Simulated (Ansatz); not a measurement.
Molecule: sum formula H6Si2NO, charge 0, multiplicity 2. It need not be the lowest isomer of its formula. 
Coordinates optimised at B3LYP-D3(BJ)/def2-TZVP (Ansatz, an electronic-structure program):
SMILES: N[SiH2]O[SiH2]
```xyz
10

N     -1.4347     1.3446    -0.7048
Si    -1.2423    -0.1876     0.0232
O      0.3160    -0.6814     0.2373
Si     1.8826    -0.2085     0.3271
H     -1.3813     2.2014    -0.1789
H     -1.2987     1.4992    -1.6905
H     -1.8656    -1.1982    -0.8525
H     -1.8682    -0.1188     1.3587
H      2.7296    -1.4316     0.3481
H      2.2350     0.6330    -0.8538
```
Charge 0, spin multiplicity 2.

Dipole moments at this geometry, in debye (magnitudes).

```json
[
 {"level": "SVWN5/def2-TZVPD", "program": "Ansatz", "dipole (D)": "1.63"},
 {"level": "PBE/def2-TZVPD", "program": "Ansatz", "dipole (D)": "1.59"},
 {"level": "BLYP/def2-TZVPD", "program": "Ansatz", "dipole (D)": "1.56"},
 {"level": "revPBE/def2-TZVPD", "program": "Ansatz", "dipole (D)": "1.58"},
 {"level": "r2SCAN/def2-TZVPD", "program": "Ansatz", "dipole (D)": "1.59"},
 {"level": "B97M-V/def2-TZVPD", "program": "Ansatz", "dipole (D)": "1.63"},
 {"level": "PBE0/def2-TZVPD", "program": "Ansatz", "dipole (D)": "1.57"},
 {"level": "BHLYP/def2-TZVPD", "program": "Ansatz", "dipole (D)": "1.54"},
 {"level": "r2SCANh/def2-TZVPD", "program": "Ansatz", "dipole (D)": "1.58"},
 {"level": "r2SCAN0/def2-TZVPD", "program": "Ansatz", "dipole (D)": "1.57"},
 {"level": "wB97M-V/def2-TZVPD", "program": "Ansatz", "dipole (D)": "[?]"},
 {"level": "wB97X-V/def2-TZVPD", "program": "Ansatz", "dipole (D)": "1.55"},
 {"level": "CCSD(T)/aug-cc-pV(D+d)Z", "program": "Ansatz", "dipole (D)": "[?]"}
]
```

Problem. What belongs in the gaps?

Solution. 
- wB97M-V/def2-TZVPD, dipole (D): 1.57
- CCSD(T)/aug-cc-pV(D+d)Z, dipole (D): 1.53
